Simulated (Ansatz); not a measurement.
Computed with Ansatz on PBE0-D4/def2-TZVP structures; ΔE is electronic, products minus reactants. CCSD(T)/CBS adds triple-zeta CCSD(T) − MP2 to the extrapolated MP2 energy (def2 sets, frozen cores). DFT in def2-TZVPP. B3LYP here is the variant with VWN-RPA as its local correlation; programs differ in this. One conformer a species, not always the lowest.

Reaction (substitution at a C–C bond): `NCC[CH2][AlH2]` + `CBO` → `CBOCN` + `C[CH2][AlH2]`

CCSD(T)/CBS gives +34.3 kJ/mol.

Q: Another level gave +13.1 kJ/mol. Which?
A. ωB97M-V/def2-TZVPP
B. HF/def2-TZVPP
C. B2PLYP/def2-TZVPP
D. B3LYP/def2-TZVPP

A: B. HF/def2-TZVPP 13.1, ωB97M-V 32.5, B3LYP 20.3, B2PLYP 25.6 kJ/mol.

Largest T1 diagnostic among the species: 0.012.

The D4 term adds +5.9 kJ/mol with B3LYP and +3.2 kJ/mol with PBE0; it sums over pairs of atoms, weighted by their polarisabilities, and B3LYP, whose exchange is more repulsive, gets the larger term. In def2-TZVPP, CCSD(T) changes the Hartree–Fock value by +19.5 kJ/mol (the triples alone add +2.0 kJ/mol) and MP2 by +24.4 kJ/mol.
